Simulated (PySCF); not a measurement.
## Telling isomers of C5H5NO3 apart by NMR

PySCF 2.14 calculation with spin–spin couplings from B3LYP/pcJ-1 (spin–dipole term left out of most H,H and C,H couplings), NMR shieldings at PBE0/pcSseg-1/GIAO and coordinates at the GFN2-xTB level; no solvent model, non-relativistic Hamiltonian, rapidly exchanging positions averaged, one conformer.

Referencing at the same level of theory: 1H (σ = 31.72 ppm), 13C (σ = 186.93 ppm) vs TMS. Multiplet labels drop J under 1 Hz and among equivalent protons, and merge close values. Unscaled 3J(H,H) run several per cent high. Where no couplings were computed, multiplicities follow the n + 1 count of equivalent neighbours, and m marks all less simple cases (inequivalent or close neighbours, rings, F or P nearby). Shifts are as computed. Against solution values, carbons near 30 ppm lie about +3 ppm off and those near 130 ppm about +5 ppm. Of 1211 compounds with measured shifts, 218 miss one by over three times the rms of a fit or turn the order of signals round; such compounds aren't used in these exercises.

(1) Tabulate the signals of `C/N=C\c1coc(=O)o1`, `COC(=O)c1ccon1`, `COC(=O)c1cnoc1` and their relative energies.

(2) What is the quickest way to tell C/N=C\c1coc(=O)o1 from COC(=O)c1cnoc1?

(3) What is the quickest way to tell C/N=C\c1coc(=O)o1 from COC(=O)c1ccon1?

(4) What is the quickest way to tell COC(=O)c1ccon1 from COC(=O)c1cnoc1?

## Answers

(1) 
```tsv
SMILES	carbon types	δC	δH	E rel. (kcal/mol)
C/N=C\c1coc(=O)o1	2×C 2×CH 1×CH3	155.6, 151.4, 142.9, 139.5, 44.2	8.47 (s, 1H), 7.13 (s, 1H), 3.65 (s, 3H)	0.0
COC(=O)c1ccon1	2×C 2×CH 1×CH3	168.5, 165.8, 160.9, 115.4, 54.2	8.68 (d, 1H), 7.14 (d, 1H), 4.18 (s, 3H)	8.5
COC(=O)c1cnoc1	2×C 2×CH 1×CH3	171.2, 168.0, 153.4, 122.7, 54.0	9.20 (m, 1H), 8.56 (m, 1H), 4.11 (s, 3H)	5.2
```

Energies are electronic energies at PBE0/pcSseg-1 on these geometries, without zero-point or thermal terms, each for the one conformer computed, which needn't be the lowest.

(2) Both give the same number of carbon signals, with the same numbers of each carbon type, so the positions decide. The first has a unsaturated ring carbon (C) at 142.9 ppm, the second a substituted aromatic carbon (C) at 122.7 ppm. Their most deshielded carbons lie at 155.6 and 171.2 ppm. In the proton spectra the most deshielded non-exchanging signals are 8.47 (s, 1H) and 9.20 (m, 1H).

(3) Both give the same number of carbon signals, with the same numbers of each carbon type, so the positions decide. The first has a unsaturated ring CH at 139.5 ppm, the second an aromatic CH at 115.4 ppm. Their most deshielded carbons lie at 155.6 and 168.5 ppm.

(4) Both give the same number of carbon signals, with the same numbers of each carbon type, so the positions decide. The first has an aromatic CH at 115.4 ppm, the second a substituted aromatic carbon (C) at 122.7 ppm. Their most deshielded carbons lie at 168.5 and 171.2 ppm. In the proton spectra the most deshielded non-exchanging signals are 8.68 (d, J = 2.0 Hz, 1H) and 9.20 (m, 1H).
